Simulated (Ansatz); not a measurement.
Input for Ansatz (a quantum-chemistry and plane-wave program): R-MP2/def2-SVPD on C4H12Sn (SMILES [CH3][Sn]([CH3])([CH3])[CH3]), atoms moved off the minimum. Elements past Kr take the def2 small-core potentials; no spin–orbit coupling. The run froze 13 orbitals, filled d shells among them.

Ansatz 0.2 input:
```yaml
crystal:
  periodic: [false, false, false]
  atoms:
    - {symbol: C, position_ang: [-0.26151039, -1.43455350, -1.46121857]}
    - {symbol: Sn, position_ang: [-0.08785913, -0.03414486, 0.06473199]}
    - {symbol: C, position_ang: [-0.09530543, 1.88689489, -0.82071842]}
    - {symbol: C, position_ang: [-1.53661096, -0.13588449, 1.54103775]}
    - {symbol: C, position_ang: [1.90729339, -0.40561736, 0.86008840]}
    - {symbol: H, position_ang: [-1.39739509, -1.37436949, -1.98797644]}
    - {symbol: H, position_ang: [-0.35063341, -2.45812142, -1.08153816]}
    - {symbol: H, position_ang: [0.42243232, -1.33958888, -2.45089243]}
    - {symbol: H, position_ang: [0.15007917, 2.82454769, -0.14116505]}
    - {symbol: H, position_ang: [-1.03845195, 2.10556433, -1.44497979]}
    - {symbol: H, position_ang: [0.74195461, 2.08833511, -1.77636320]}
    - {symbol: H, position_ang: [-2.54262606, -0.00625775, 1.20478134]}
    - {symbol: H, position_ang: [-1.61435956, -1.15139125, 1.87737857]}
    - {symbol: H, position_ang: [-1.47096364, 0.57863818, 2.40536709]}
    - {symbol: H, position_ang: [2.03504951, -1.34642751, 1.27540438]}
    - {symbol: H, position_ang: [2.68508579, -0.27710286, 0.23493643]}
    - {symbol: H, position_ang: [2.02433728, 0.51597650, 1.62068005]}
basis:
  gaussian:
    orbitals: def2-SVPD
magnetization: {spin_polarized: false}
correlation: {method: mp2, electrons: outside_noble_gas}
scf: {lower_state_search: off}
output: {forces: true}
```

Output:

```
WARN ansatz: RAYON_NUM_THREADS=6 ignored (pool sized by the plan → 6); use --threads N
Functional definition: HF
these checks for a lower state are left out or cut short: starts, cluster_reference, orbital_swaps, neighbouring_geometries, increment
integrals: 0.50 GiB planned
2189 factors; integrals over basis functions are off by at most 1.1e-3 eV
mean field: 1.05 GiB planned
mean field evaluation 1: about -10107.5928 eV, gradient 3.7e1 eV
mean field evaluation 2: about -10107.8391 eV, gradient 3.7e1 eV
mean field evaluation 4: about -10111.7031 eV, gradient 3.2e0 eV
mean field evaluation 8: about -10111.7502 eV, gradient 1.7e-1 eV
mean field -10111.75038284 eV, -371.5999725789 hartree, gradient 1.9e-6 eV, S^2 0.000000; 0 other end points of the search recorded, 0 dependent functions left out
13 core orbitals not correlated
reference -10111.75038284 eV, -371.5999725789 hartree; 16, 16 occupied and 179, 179 virtual orbitals, 2189 factors
densities: 1.01 GiB planned
second order -19.68199372 eV of doubles, -0.00000000 eV of singles
the calculation of the forces begins
mean field evaluation 16: about -10111.7504 eV, gradient 1.9e-6 eV
Total energy: -10131.43237657 eV, -372.3232725073 hartree
Atom 0 at    -0.261510    -1.434554    -1.461219 Å, force    -2.928961    -0.646906    -4.735177 eV/Å
Atom 1 at    -0.087859    -0.034145     0.064732 Å, force     1.979009     0.576085    -0.330767 eV/Å
Atom 2 at    -0.095305     1.886895    -0.820718 Å, force     1.762566     3.762387    -3.220298 eV/Å
Atom 3 at    -1.536611    -0.135884     1.541038 Å, force    -0.765004     0.652128     1.588159 eV/Å
Atom 4 at     1.907293    -0.405617     0.860088 Å, force    -3.045712     4.032851     2.984168 eV/Å
Atom 5 at    -1.397395    -1.374369    -1.987976 Å, force     2.713641     0.190284     1.314495 eV/Å
Atom 6 at    -0.350633    -2.458121    -1.081538 Å, force     0.697857    -0.314850    -0.058780 eV/Å
Atom 7 at     0.422432    -1.339589    -2.450892 Å, force    -1.164869    -0.317371     2.608026 eV/Å
Atom 8 at     0.150079     2.824548    -0.141165 Å, force    -0.768417    -1.856324    -1.066031 eV/Å
Atom 9 at    -1.038452     2.105564    -1.444980 Å, force     0.840625    -0.210432     1.238521 eV/Å
Atom 10 at     0.741955     2.088335    -1.776363 Å, force    -1.972615    -1.036624     2.816552 eV/Å
Atom 11 at    -2.542626    -0.006258     1.204781 Å, force    -1.051337     0.548222    -0.955319 eV/Å
Atom 12 at    -1.614360    -1.151391     1.877379 Å, force     0.397433    -0.956301     0.872441 eV/Å
Atom 13 at    -1.470964     0.578638     2.405367 Å, force     0.441850    -0.677110    -0.548263 eV/Å
Atom 14 at     2.035050    -1.346428     1.275404 Å, force     0.047476    -2.074217     1.622868 eV/Å
Atom 15 at     2.685086    -0.277103     0.234936 Å, force     2.866110     0.672515    -3.118484 eV/Å
Atom 16 at     2.024337     0.515976     1.620680 Å, force    -0.049652    -2.344337    -1.012112 eV/Å
Dipole moment:    -0.159203    -0.057694     0.057086 e Å
Checks for a lower state left out: starts, cluster_reference, orbital_swaps, neighbouring_geometries, increment
```

The calculation finished and met its thresholds.

Cost: around 30 core-seconds (rough).
